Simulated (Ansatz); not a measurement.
One change: `[OH][SnH2][OH]` becomes `O[SiH2]O`.

Ansatz, PBE0-D4/def2-TZVP geometries, multiplicity 1. Each molecule was computed in one conformer, which needn't be the lowest.

Elements past krypton have def2 core potentials.

| property | `[OH][SnH2][OH]` |
| --- | --- |
| LUMO energy (ωB97M-V/def2-TZVPP) / eV | 1.19 |
| LUMO energy (PBE/def2-TZVPP) / eV | -1.32 |
| size of the dipole moment (ωB97M-V/def2-TZVPP) / D | 0.56 |
| LUMO energy (PBE0/def2-TZVPP) / eV | -0.40 |
| HOMO–LUMO gap (PBE/def2-TZVPP) / eV | 5.50 |
| HOMO energy (PBE0/def2-TZVPP) / eV | -8.50 |

(1) Give the same properties after the change, and the shifts. (An estimate is asked.)

Results:

(1) Ansatz gave: 
| property | `O[SiH2]O` | shift |
| --- | --- | --- |
| LUMO energy (ωB97M-V/def2-TZVPP) / eV | 2.01 | 0.82 |
| LUMO energy (PBE/def2-TZVPP) / eV | -0.37 | 0.95 |
| size of the dipole moment (ωB97M-V/def2-TZVPP) / D | 1.06 | 0.50 |
| LUMO energy (PBE0/def2-TZVPP) / eV | 0.50 | 0.90 |
| HOMO–LUMO gap (PBE/def2-TZVPP) / eV | 7.01 | 1.51 |
| HOMO energy (PBE0/def2-TZVPP) / eV | -8.89 | -0.39 |

With PBE0 the HOMO falls by 0.39 eV and the LUMO rises by 0.90 eV, so the gap widens by about 1.29 eV. PBE moves the HOMO by -0.54 eV and ωB97M-V by -0.26 eV. Dipoles are sizes alone; their direction can turn.
